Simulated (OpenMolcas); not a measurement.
**Cr2+: from CASSCF to CASPT2**

```yaml
Program: OpenMolcas
Basis: ANO-R2 [6s4p4d2f]
Scalar_Hamiltonian: X2C, finite nucleus
Active_space: 4 electrons in 10 orbitals (3d 4d)
State_averaging: 2S+1 = 5 even, 5 roots; 2S+1 = 3 even, 45 roots; 2S+1 = 1 even, 44 roots
Spin-orbit_coupling: state interaction with AMFI integrals over the reference wave functions, term energies averaged over their components
```

Methods on the same reference wave functions:
A. CASSCF
B. SS-CASPT2, IPEA 0.25 Eh, imaginary shift 0.1 Eh (closed shells correlated: 3s 3p)
C. MS-CASPT2, IPEA 0.25 Eh, imaginary shift 0.1 Eh (closed shells correlated: 3s 3p)

Energies in cm-1 above 3d4 5D0, the measured ground level; measured values from Sugar and Corliss, J. Phys. Chem. Ref. Data 6, 317 (1977).

```csv
Level,A,B,C,Measured
3d4 5D0,0.0,0.0,0.0,0.0
3d4 5D1,66.7,67.3,67.4,62.2
3d4 5D2,198,199,200,183
3d4 5D3,390,392,392,357
3d4 5D4,639,641,641,576
3d4 3H4,19046,18460,18460,17274
3d4 3H5,19193,18610,18610,17397
3d4 3H6,19361,18780,18780,17531
3d4 3P0(1),20537,17470,17460,16771
3d4 3P1(1),20925,17870,17860,17169
3d4 3P2(1),21638,18580,18570,17851
3d4 3F2(1),21887,19450,19440,18452
3d4 3F3(1),21950,19520,19510,18511
3d4 3F4(1),22043,19610,19610,18583
3d4 3G3,24030,21980,21980,20704
3d4 3G4,24208,22160,22160,20853
3d4 3G5,24372,22330,22330,20996
3d4 1I6,28762,28040,28040,26015
3d4 1G4(1),30145,26960,26950,25139
3d4 3D3,31293,27170,27170,25726
3d4 3D2,31340,27220,27220,25781
3d4 3D1,31389,27260,27260,25848
3d4 1S0,35101,28760,28760,27372
3d4 1D2,37678,34420,34420,32152
```

Deviations, from unrounded energies. A percentage is the sum of absolute deviations over the sum of measured energies, with the sign that they share, or ± where signs differ.

| Against measurement | Levels | A | B | C |
| --- | --- | --- | --- | --- |
| mean absolute deviation (cm-1) | 23 | 3300 | 1100 | 1100 |
| fine structure of the ground term (%) | 4 | +9.9 | +10.3 | +10.4 |
| other terms of the ground configuration (%) | 19 | +18.2 | +6.0 | +6.0 |

B, C lie about equally close to measurement and A furthest from it. The largest miss of C in the table is 3d4 1D2, by +2300 cm-1. The ranking rests on the paired levels alone, and a cruder setting can come out closer through cancelling errors.

Between B and C the level of the table that moves most is 3d4 3P0(1), by 13 cm-1 (lowest in C, highest in B). Moves below CASPT2's spread within the term are not significant.

The two smallest mean deviations differ by little beside CASPT2's spread within terms, so their order carries little weight.

From A to B the spin-free energies of the other terms of 3d4 shown, above 5D, scale by factors of 0.82 to 0.97.

The lowest spin-free term lies below A's lowest term by 0.287 hartree in B, 0.287 hartree in C.

CASPT2 breaks the degeneracy within a term, and the mean is taken; among the terms shown or strongly mixed into the levels shown the widest spread is 980 cm-1 (3d4 1I, C). Active for correlation alone: 4d; no level in the range computed is led by a configuration that fills it, so any true level of that kind is missing. Without dynamic correlation excited terms often stand tens of per cent too high (terms of higher spin than the ground term too low), and those without a measured partner can miss by more than the paired ones (holds for A). The CASPT2 spread within a term exceeds the gap to the next term for 3d4 3D and 3d4 1I, 3d4 1I and 3d4 1S, so the order of their levels is uncertain (holds for C). Measured partners are found by configuration, term and J. A level has none where our copy of the source lacks it or the pairing is in doubt (some pairs that miss far off the trend of their configuration count as doubtful), and it then counts in no deviation. Only configurations of the active space appear. The table leaves out levels that lie high or whose names do not pair safely across all columns.

A number in round brackets counts repeated terms of one configuration in the order of the reference energies.
